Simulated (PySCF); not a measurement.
Silicon: a sound run and one with changed settings

Sound run: Si⁺ [Ne] 3s2 3p1, Si²⁺ [Ne] 3s2. All numbers are calculated (PySCF 2.14, scalar relativity by spin-free X2C-1e, in x2c-SVPall (4s3p1d, 18 functions)). In the sound run the correlated levels freeze [Ne]. The sound run starts from symmetry-adapted Hartree-Fock orbitals and uses a fine grid where one is needed.

Changed run: a valence shell is frozen. This setting is unsound on purpose.

Ionisation energy of Si⁺:

| method | sound run (eV) | changed run (eV) |
| --- | --- | --- |
| UHF | 15.789 | 15.789 |
| MP2 | 15.950 | 15.789 |
| SCS-MP2 | 15.932 | 15.789 |
| CCSD | 16.046 | 15.789 |
| CCSD(T) | 16.064 | 15.789 |
| CCSDT | n/a | 15.789 |
| FCI | n/a | 15.789 |

Freezing a valence shell removes pair correlation that changes on ionisation.

For comparison, NIST gives 16.346 eV between the lowest levels.
